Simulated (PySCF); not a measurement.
NICS in isomers of C5H9NOSi.

NICS = −σ at a ghost point: NICS(0) at the centroid of the ring atoms, NICS(1) 1 Å to either side along the normal of their mean plane, zz for the tensor component along that normal. Level: GIAO PBE0/pcSseg-1 (PySCF, non-relativistic, gas phase) on the GFN2-xTB geometries, one conformer each. Atom numbers follow the mapped SMILES.

Question: Order these rings by mean NICS(1)zz, lowest (most negative) first (ppm).
A. ring C4–C5–Si6–C7–C8 in `[O:1]=[CH:2][NH:3][C:4]1=[CH:5][SiH2:6][CH2:7][CH2:8]1`
B. ring C2–C3–C4–O7–Si8 in `[CH3:1][C@@H:2]1[CH2:3][C@H:4]([C:5]#[N:6])[O:7][SiH2:8]1`
C. ring C3–C4–C5–C6–O8 in `[CH3:1][SiH2:2][c:3]1[cH:4][cH:5][c:6]([NH2:7])[o:8]1`
D. ring C4–C7–Si8 in `[CH3:1][O:2][CH2:3][C@:4]1([C:5]#[N:6])[CH2:7][SiH2:8]1`
E. ring C3–C4–O5–C6–C8 in `[NH2:1][CH2:2][c:3]1[cH:4][o:5][c:6]([SiH3:7])[cH:8]1`

Answer: E (-26.7), C (-22.1), D (-18.9), B (-3.2), A (-2.0).

```json
{"SMILES": "NCc1coc([SiH3])c1", "ring": "5-membered ring with O; formal bonds all aromatic", "NICS(0)": "-11.6", "NICS(1)": "-10.6", "NICS(1)zz": "-26.7", "HOMA": "0.47", "rms pucker (Å)": "0.00", "ring atoms with four or more neighbours": "0"}
{"SMILES": "C[SiH2]c1ccc(N)o1", "ring": "5-membered ring with O; formal bonds all aromatic", "NICS(0)": "-10.8", "NICS(1)": "-8.9", "NICS(1)zz": "-22.1", "HOMA": "0.37", "rms pucker (Å)": "0.00", "ring atoms with four or more neighbours": "0"}
{"SMILES": "COC[C@]1(C#N)C[SiH2]1", "ring": "3-membered ring with Si; formal bonds all single", "NICS(0)": "-29.0", "NICS(1)": "-8.5", "NICS(1)zz": "-18.9", "HOMA": "–", "rms pucker (Å)": "0.00", "ring atoms with four or more neighbours": "3"}
{"SMILES": "C[C@@H]1C[C@H](C#N)O[SiH2]1", "ring": "5-membered ring with O and Si; formal bonds all single", "NICS(0)": "-6.5", "NICS(1)": "-3.5", "NICS(1)zz": "-3.2", "HOMA": "–", "rms pucker (Å)": "0.16", "ring atoms with four or more neighbours": "4"}
{"SMILES": "O=CNC1=C[SiH2]CC1", "ring": "5-membered ring with Si; formal bonds 1 double, 4 single", "NICS(0)": "-3.7", "NICS(1)": "-3.2", "NICS(1)zz": "-2.0", "HOMA": "–", "rms pucker (Å)": "0.07", "ring atoms with four or more neighbours": "3"}
```

NICS(0) gives another order. The isotropic NICS(1) gives the same order. HOMA uses Krygowski's 1993 parameters; it is left out where a ring has a four-coordinate atom, a triple bond, no multiple bond or a kind of bond without parameters. NICS(1) and NICS(1)zz are means over the two faces.
